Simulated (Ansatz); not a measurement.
Geometry optimisation, RKS PBE/def2-SVP (Ansatz).

Input:

```yaml
crystal:
  periodic: [false, false, false]
  atoms:
    - { symbol: Ta, position_ang: [0.0, 0.0, 0.0] }
    - { symbol: Cl, position_ang: [2.82, 0.0, 0.0] }
    - { symbol: F, position_ang: [0.0, 0.0, 1.93] }
    - { symbol: Cl, position_ang: [0.0, 0.0, -2.47] }
    - { symbol: Cl, position_ang: [-1.235, 2.139, 0.0] }
    - { symbol: F, position_ang: [-0.965, -1.6714, 0.0] }
    - { symbol: P, position_ang: [0.8892, 2.3817, -1.2203] }
    - { symbol: H, position_ang: [2.0243, 2.1055, -2.0276] }
    - { symbol: H, position_ang: [-0.1481, 2.9153, -2.03] }
    - { symbol: H, position_ang: [2.2402, 1.3996, -0.7171] }
basis:
  gaussian: { orbitals: def2-SVP }
hamiltonian:
  xc: pbe
relax:
  f_tol: 0.15
  max_steps: 25
  restrain:
    - { distance: [0, 6], at: 3.72, k: 30.0 }
    - { distance: [9, 1], at: 2.57, k: 30.0 }
    - { distance: [0, 1], at: 2.47, k: 30.0 }
    - { distance: [9, 6], at: 1.42, k: 30.0 }
```

Run as:

```bash
$ ansatz run input.yaml --threads 4 --pin off --max-ram 5120MiB --backend cpu --events-out ev --progress --plain --runs-dir out
```

Task: Where does it end, and by what steps?

Result: It converged. The restraints hold the end off the free minimum. After 16 steps the energy has fallen by 4.965 eV (the restraints' own energy left out); Cl2 moved furthest, 0.96 Å. Parted: Ta1–P7, Cl5–P7. Joined: P7–H10.

```json
{"step": "0", "energy less start (eV)": "0.0000", "largest force component (eV/Å)": "2.151", "accepted": "yes"}
{"step": "1", "energy less start (eV)": "0.1120", "largest force component (eV/Å)": "3.608", "accepted": "yes"}
{"step": "2", "energy less start (eV)": "-0.6008", "largest force component (eV/Å)": "4.063", "accepted": "yes"}
{"step": "3", "energy less start (eV)": "-1.9459", "largest force component (eV/Å)": "3.457", "accepted": "yes"}
{"step": "4", "energy less start (eV)": "-3.7340", "largest force component (eV/Å)": "1.700", "accepted": "yes"}
{"step": "5", "energy less start (eV)": "-4.5744", "largest force component (eV/Å)": "1.406", "accepted": "yes"}
{"step": "6", "energy less start (eV)": "-4.8075", "largest force component (eV/Å)": "1.278", "accepted": "yes"}
{"step": "7", "energy less start (eV)": "-4.8501", "largest force component (eV/Å)": "1.223", "accepted": "yes"}
{"step": "8", "energy less start (eV)": "-4.8885", "largest force component (eV/Å)": "1.167", "accepted": "yes"}
{"step": "9", "energy less start (eV)": "-4.9122", "largest force component (eV/Å)": "1.154", "accepted": "yes"}
{"step": "10", "energy less start (eV)": "-4.9250", "largest force component (eV/Å)": "1.160", "accepted": "yes"}
{"step": "11", "energy less start (eV)": "-4.9385", "largest force component (eV/Å)": "1.177", "accepted": "yes"}
{"step": "12", "energy less start (eV)": "-4.9539", "largest force component (eV/Å)": "1.150", "accepted": "yes"}
{"step": "13", "energy less start (eV)": "-4.9599", "largest force component (eV/Å)": "1.162", "accepted": "yes"}
{"step": "14", "energy less start (eV)": "-4.9600", "largest force component (eV/Å)": "1.081", "accepted": "yes"}
{"step": "15", "energy less start (eV)": "-4.9645", "largest force component (eV/Å)": "1.076", "accepted": "no"}
{"step": "16", "energy less start (eV)": "-4.9654", "largest force component (eV/Å)": "1.086", "accepted": "yes"}
```

```xyz
10
Properties=species:S:1:pos:R:3
Ta -0.069 -0.167 -0.060
Cl 2.282 -0.690 -0.396
F 0.494 0.521 1.612
Cl -0.400 -0.497 -2.349
Cl -1.725 1.462 -0.046
F -0.870 -1.715 0.569
P 1.400 3.082 -1.122
H 2.560 2.805 -1.934
H 0.502 2.729 -2.190
H 1.451 1.739 -0.620
```

Whether the end is a true minimum wasn't checked by a vibrational analysis.

Time of the run: 88 s on 4 threads of Arm Neoverse N1, with other jobs on the host, peak memory 0.25 GiB.
